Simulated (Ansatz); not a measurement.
Two isomers of C3H9FOSn: A = `CC[O][SnH]([CH3])[F]`, B = `CC(C)[O][SnH2][F]`.

Computed with Ansatz on PBE0-D4/def2-TZVP structures; ΔE is electronic, products minus reactants. CCSD(T)/CBS is the MP2 limit (def2-TZVPP, def2-QZVPP) plus CCSD(T) − MP2 in def2-TZVPP, frozen cores. Functionals use def2-TZVPP. B3LYP here is the variant with VWN-RPA as its local correlation; programs differ in this. def2 core potentials past Kr. For Sn outer-core shells are correlated without core-valence functions, which leaves a few kJ/mol of doubt a bond. One conformer a species, not always the lowest.

**Question.** Which isomer does CCSD(T)/CBS put lower? Give the gap. (Estimate.)

**Answer.** The calculation gave: A, by 5.8 kcal/mol.

**Question.** Give E(B) − E(A) in kcal/mol with PBE0-D4, ωB97M-V, PBE-D4, B3LYP, MP2/def2-TZVPP, B3LYP-D4, CCSD/def2-TZVPP. (Best estimate.)

**Answer.** The calculation gave: PBE0-D4 5.0, ωB97M-V 4.8, PBE-D4 5.2, B3LYP 5.9, MP2/def2-TZVPP 5.9, B3LYP-D4 5.3, CCSD/def2-TZVPP 5.2. None reverses the order clearly.

Largest T1 diagnostic: 0.013.
